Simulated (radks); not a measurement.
Question: Nb2+, 39 electrons, occupied as [Kr] 4d3. All-electron calculation, scalar-relativistic Kohn-Sham, PW91, spin-polarised, spherical densities, point nucleus; open shells are filled with parallel spins first (spin-orbit coupling, left out, can overturn this in heavy ions). Program: a radial shooting solver on a logarithmic mesh with Libxc functionals. Some entries of the table are withheld. Estimate them.

orbital,occ.,eigenvalue (eV),<1/r> (bohr^-1),<r> (bohr)
1s down,1,-18828.93,42.40,0.03609
1s up,1,-18828.92,42.40,0.03609
2s up,1,-2649.033,9.526,0.1580
2s down,1,-2648.737,9.527,0.1580
2p up,3,-2367.477,9.273,0.1377
2p down,3,-2367.258,9.274,0.1377
3s up,1,-456.5972,3.252,0.4433
3s down,1,-456.4345,3.252,0.4433
3p up,3,-364.5766,3.091,0.4458
3p down,3,-364.3956,3.091,0.4458
3d up,5,-214.1124,2.855,0.4330
3d down,5,-213.8343,2.855,0.4329
4s up,1,-76.6398,1.172,1.158
4s down,1,-74.8615,1.182,1.150
4p up,3,-52.7186,1.034,1.294
4p down,3,-50.6985,1.043,1.286
4d up,3,-20.0424,0.7162,(1)
4d down,0,-17.8080,0.7132,(2)
5s up,0,-17.5421,0.4282,3.024
5p up,0,-12.7157,0.3536,3.628

Answer: 
(1) 4d up <r> (bohr): 1.842
(2) 4d down <r> (bohr): 1.861
